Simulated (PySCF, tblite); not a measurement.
Parent: `[CH3:1][CH2:2][n:3]1[n:4][n:5][cH:6][c:7]1[CH3:8]` with C1–C2–N3–N4 -93°, C5H9N3.

Structures optimised with GFN2-xTB, isolated species. One conformer each, not checked by frequencies here.

```tsv
coordinate of the parent	value
C1–C2	1.527 Å
C2–N3	1.436 Å
N3–N4	1.331 Å
N4–N5	1.278 Å
N5–C6	1.345 Å
C6–C7	1.380 Å
C7–C8	1.482 Å
N3–C7	1.358 Å
C1–C2–N3	111.4°
C2–N3–N4	120.9°
C2–N3–C7	129.1°
N4–N3–C7	110.0°
N3–N4–N5	108.9°
N4–N5–C6	109.1°
N5–C6–C7	108.4°
C6–C7–C8	132.2°
N3–C7–C6	103.5°
N3–C7–C8	124.3°
```

Q: How does the shared frame change in `[CH3:1][CH2:2][n:3]1[n:4][n:5][c:6]([Cl:7])[c:8]1[CH3:9]` with C1–C2–N3–N4 -94°, C5H8ClN3? Atoms pair as C1 = C1, C2 = C2, N3 = N3, N4 = N4, N5 = N5, C6 = C6, C7 = C8, C8 = C9 (parent first).

A: 
| parent | relative | value in the relative | change |
| --- | --- | --- | --- |
| C1–C2 | C1–C2 | 1.526 Å | -0.001 |
| C2–N3 | C2–N3 | 1.438 Å | +0.002 |
| N3–N4 | N3–N4 | 1.328 Å | -0.003 |
| N4–N5 | N4–N5 | 1.279 Å | +0.001 |
| N5–C6 | N5–C6 | 1.343 Å | -0.002 |
| C6–C7 | C6–C8 | 1.387 Å | +0.007 |
| C7–C8 | C8–C9 | 1.479 Å | -0.003 |
| N3–C7 | N3–C8 | 1.355 Å | -0.003 |
| C1–C2–N3 | C1–C2–N3 | 111.3° | -0.1 |
| C2–N3–N4 | C2–N3–N4 | 120.7° | -0.2 |
| C2–N3–C7 | C2–N3–C8 | 129.0° | -0.1 |
| N4–N3–C7 | N4–N3–C8 | 110.3° | +0.3 |
| N3–N4–N5 | N3–N4–N5 | 109.4° | +0.5 |
| N4–N5–C6 | N4–N5–C6 | 108.4° | -0.7 |
| N5–C6–C7 | N5–C6–C8 | 109.0° | +0.6 |
| C6–C7–C8 | C6–C8–C9 | 131.4° | -0.8 |
| N3–C7–C6 | N3–C8–C6 | 102.9° | -0.6 |
| N3–C7–C8 | N3–C8–C9 | 125.7° | +1.4 |

Of the parent's bonds, C6–C7 changes most (+0.007 Å). Bonds of the relative outside the shared frame: C6–Cl7 1.701 Å. Point group C1 → C1.

Q: How does the shared frame change in `[CH3:1][CH2:2][n:3]1[n:4][n:5][c:6]([S:7][CH3:8])[c:9]1[CH3:10]` with C1–C2–N3–N4 -98°, N5–C6–S7–C8 -1°, C6H11N3S? Atoms pair as C1 = C1, C2 = C2, N3 = N3, N4 = N4, N5 = N5, C6 = C6, C7 = C9, C8 = C10 (parent first).

A: 
```csv
parent,relative,value in the relative,change
C1–C2,C1–C2,1.526 Å,-0.001
C2–N3,C2–N3,1.437 Å,+0.001
N3–N4,N3–N4,1.328 Å,-0.003
N4–N5,N4–N5,1.282 Å,+0.004
N5–C6,N5–C6,1.347 Å,+0.002
C6–C7,C6–C9,1.388 Å,+0.008
C7–C8,C9–C10,1.480 Å,-0.002
N3–C7,N3–C9,1.357 Å,-0.001
C1–C2–N3,C1–C2–N3,111.5°,+0.1
C2–N3–N4,C2–N3–N4,120.8°,-0.1
C2–N3–C7,C2–N3–C9,128.9°,-0.2
N4–N3–C7,N4–N3–C9,110.3°,+0.3
N3–N4–N5,N3–N4–N5,109.2°,+0.3
N4–N5–C6,N4–N5–C6,108.7°,-0.4
N5–C6–C7,N5–C6–C9,108.6°,+0.2
C6–C7–C8,C6–C9–C10,131.2°,-1.0
N3–C7–C6,N3–C9–C6,103.2°,-0.3
N3–C7–C8,N3–C9–C10,125.6°,+1.3
```

Of the parent's bonds, C6–C7 changes most (+0.008 Å). Bonds of the relative outside the shared frame: C6–S7 1.746, S7–C8 1.812 Å. Point group C1 → C1.

These are computed values.
